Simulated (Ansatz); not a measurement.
`N=[C](S)[GeH3]` at its PBE0-D4/def2-TZVP geometry, where that method's forces vanish. Charge 0, multiplicity 1.

```json
{"atom": "N1", "x (Å)": "-1.575", "y (Å)": "-0.363", "z (Å)": "-0.932"}
{"atom": "C2", "x (Å)": "-0.647", "y (Å)": "0.226", "z (Å)": "-0.309"}
{"atom": "S3", "x (Å)": "-0.641", "y (Å)": "1.975", "z (Å)": "0.000"}
{"atom": "Ge4", "x (Å)": "0.883", "y (Å)": "-0.847", "z (Å)": "0.321"}
{"atom": "H5", "x (Å)": "-2.326", "y (Å)": "0.262", "z (Å)": "-1.235"}
{"atom": "H6", "x (Å)": "0.495", "y (Å)": "2.028", "z (Å)": "0.713"}
{"atom": "H7", "x (Å)": "0.564", "y (Å)": "-2.327", "z (Å)": "0.104"}
{"atom": "H8", "x (Å)": "2.130", "y (Å)": "-0.421", "z (Å)": "-0.470"}
{"atom": "H9", "x (Å)": "1.116", "y (Å)": "-0.535", "z (Å)": "1.809"}
```

Q: For each bond, give half the difference of the two atoms' forces along it (eV/Å; positive pushes the atoms apart) under PBE-D4, r2SCAN-D4, B3LYP-D4, ωB97M-V in def2-TZVPP. (Estimate.)

A: Computed: 
```json
{"bond": "N1–C2", "length (Å)": "1.263", "PBE-D4": "0.62", "r2SCAN-D4": "0.27", "B3LYP-D4": "0.06", "ωB97M-V": "0.05"}
{"bond": "N1–H5", "length (Å)": "1.023", "PBE-D4": "0.18", "r2SCAN-D4": "-0.02", "B3LYP-D4": "-0.05", "ωB97M-V": "-0.04"}
{"bond": "C2–S3", "length (Å)": "1.776", "PBE-D4": "0.03", "r2SCAN-D4": "0.09", "B3LYP-D4": "0.19", "ωB97M-V": "0.13"}
{"bond": "C2–Ge4", "length (Å)": "1.973", "PBE-D4": "-0.12", "r2SCAN-D4": "-0.06", "B3LYP-D4": "0.06", "ωB97M-V": "-0.02"}
{"bond": "S3–H6", "length (Å)": "1.342", "PBE-D4": "0.23", "r2SCAN-D4": "-0.01", "B3LYP-D4": "-0.03", "ωB97M-V": "-0.08"}
{"bond": "Ge4–H7", "length (Å)": "1.529", "PBE-D4": "0.08", "r2SCAN-D4": "-0.05", "B3LYP-D4": "-0.04", "ωB97M-V": "-0.09"}
{"bond": "Ge4–H8", "length (Å)": "1.537", "PBE-D4": "0.07", "r2SCAN-D4": "-0.05", "B3LYP-D4": "-0.02", "ωB97M-V": "-0.07"}
{"bond": "Ge4–H9", "length (Å)": "1.538", "PBE-D4": "0.06", "r2SCAN-D4": "-0.05", "B3LYP-D4": "-0.02", "ωB97M-V": "-0.07"}
```

B3LYP here is the variant with VWN-RPA as its local correlation; programs differ in this.
